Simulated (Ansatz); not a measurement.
Compare A (`C=[N][Al]([OH])[SiH3]`) with its isomer B (`O[SiH]1C[NH][AlH]1`).

Gas-phase electronic energies from Ansatz, PBE0-D4/def2-TZVP geometries. CCSD(T)/CBS is the MP2 limit (def2-TZVPP, def2-QZVPP) plus CCSD(T) − MP2 in def2-TZVPP, frozen cores. Functionals use def2-TZVPP. B3LYP here is the variant with VWN-RPA as its local correlation; programs differ in this. Each species was taken in one conformer, which may not be the lowest.

(1) Which isomer does CCSD(T)/CBS put lower? Give the gap. (Best estimate.)

(2) Give E(B) − E(A) in kJ/mol with HF/def2-TZVPP, MP2/def2-TZVPP, r2SCAN-D4, B3LYP-D4, CCSD/def2-TZVPP, CCSD(T)/def2-TZVPP, B2PLYP. (An estimate is asked.)

Largest T1 diagnostic: 0.015.

Answers

(1) The calculation gave: A, by 18.2 kJ/mol.

(2) The calculation gave: HF/def2-TZVPP 57.8, MP2/def2-TZVPP 14.1, r2SCAN-D4 17.9, B3LYP-D4 32.9, CCSD/def2-TZVPP 27.7, CCSD(T)/def2-TZVPP 24.5, B2PLYP 31.5. None reverses the order clearly.

From PBE to PBE0 (25 % exact exchange), in def2-TZVPP and without D4, E(B) − E(A) moves by −6.3 kJ/mol. In def2-TZVPP, CCSD(T) changes the Hartree–Fock value by −33.2 kJ/mol (the triples alone add −3.2 kJ/mol) and MP2 by −43.6 kJ/mol.
